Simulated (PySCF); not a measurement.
Spinor energies of Ru¹³⁺ (ruthenium, charge +13)

Start: [Ar] 3d10 4s2 4p1; 4p3/2 filled at m_j = +3/2. Calculated with PySCF 2.14 in an uncontracted even-tempered set (18 s from 0.58 bohr⁻², ratio 2.8; 14 p from 0.75 bohr⁻², ratio 2.8; 9 d from 1.3 bohr⁻², ratio 2.8; 4 f from 4.3 bohr⁻², ratio 3): generalised Hartree-Fock with the X2C-1e Hamiltonian and a Gaussian nucleus; one run each with spin-orbit coupling (SO) screened by Boettger's factors, then bare. This is a chosen level, not necessarily the ground level.

```csv
spinor shell,electrons,"ε, screened SO (eV)","ε, bare SO (eV)",weight of nominal j (bare SO),"rms radius, bare SO (bohr)"
1s1/2,2,-22525.9,-22525.7,1.000,0.0384
2s1/2,2,-3563.1,-3563.1,1.000,0.158
2p1/2,2,-3305.5,-3310.1,1.000,0.137
2p3/2,4,-3173.0,-3171.0,1.000,0.142
3s1/2,2,-886.39,-886.38,1.000,0.426
3p1/2,2,-784.08,-784.89,1.000,0.422
3p3/2,4,-760.75,-760.41,1.000,0.432
3d3/2,4,-583.36,-584.18,0.997,0.409
3d5/2,6,-578.87,-578.35,0.998,0.413
4s1/2,2,-325.44,-325.45,1.000,0.965
4p3/2,1,-290.33,-290.26,1.000,1.03
```

```json
{"quantity": "E (hartree)", "screened SO": "-4471.09979", "bare SO": "-4471.16356"}
{"quantity": "M_J", "screened SO": "3/2", "bare SO": "3/2"}
{"quantity": "⟨J²⟩", "screened SO": "3.754", "bare SO": "3.754"}
{"quantity": "⟨L²⟩", "screened SO": "2.009", "bare SO": "2.010"}
{"quantity": "⟨S²⟩", "screened SO": "0.757", "bare SO": "0.758"}
```

Each row is a mean over spinors that exchange with the open shell spreads, by up to 5.998 eV (4s1/2).

Breit and QED terms are absent; they matter most for the inner s and p1/2 levels.

Densities and radii are taken from the X2C orbitals without a picture-change correction, which distorts them close to the nucleus.
